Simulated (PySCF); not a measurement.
F2Hg, SMILES [F][Hg][F]. Geometry optimised at B3LYP-D3(BJ)/def2-TZVP. The def2 effective core potentials stand for the cores of Hg; spin–orbit coupling is left out.

Computed with PySCF with B3LYP-D3(BJ)/def2-TZVP.

Harmonic wavenumbers (cm⁻¹): 171, 171, 562, 638. Rotational constants (GHz): 3.552 (linear); symmetry number 2.

Question: Work out the zero-point energy and the ideal-gas rigid-rotor harmonic-oscillator thermochemistry at 298.15 K and 1 atm.

Answer: ZPE = ½ Σ hcν = ½ × 1541 cm⁻¹ = 2.20 kcal/mol. H − E(el) = 5.24 kcal/mol. Entropy in cal/(mol K): translation 42.31, rotation 15.45, vibration 5.77, total 63.53. G − E(el) = -13.70 kcal/mol. Cp = 12.78 cal/(mol K).
